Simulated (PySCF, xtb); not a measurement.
Si(Me)2 cation (C2H6Si), SMILES C[Si]C (connectivity only; charge and spin as stated), charge +1, multiplicity 2. Atoms are numbered in the order given.

```xyz
9

Si     0.0000     0.0000     0.5559
C     -1.5892    -0.0034    -0.3615
H     -2.4603    -0.1420     0.2784
H     -1.5447    -0.7921    -1.1232
H     -1.6649     0.9643    -0.8772
C      1.5892     0.0034    -0.3615
H      1.5447     0.7921    -1.1232
H      1.6649    -0.9643    -0.8772
H      2.4603     0.1420     0.2784
```
Charge +1, spin multiplicity 2.

Geometry optimised at ωB97X-D3(BJ)/def2-TZVP. The multiplicity is an assumed one; other spin states were not compared. The isomer is the one that the SMILES or the coordinates give; other isomers of the formula were not compared.

Method: C-PCM-B3LYP/def2-SVP run with PySCF.

The values are the electrostatic part of the solvation free energy, E(continuum) − E(gas) at the gas-phase geometry, in a cavity of scaled van der Waals radii (PySCF's table); cavitation and dispersion terms are not included.

```csv
solvent,ε,ΔG(elec) (kcal/mol)
water,78.36,___
1-octanol,9.86,-53.4
chlorobenzene,5.70,-49.0
```

### Question
Fill in the missing entries. (Estimate from the structure and the level; the computed values follow.)

### Answer

- water, ΔG(elec) (kcal/mol): -58.7

For comparison, GFN2-xTB/ALPB(water) (xtb, at the GFN2-xTB geometry, all terms of that model) gives -52.3 kcal/mol.
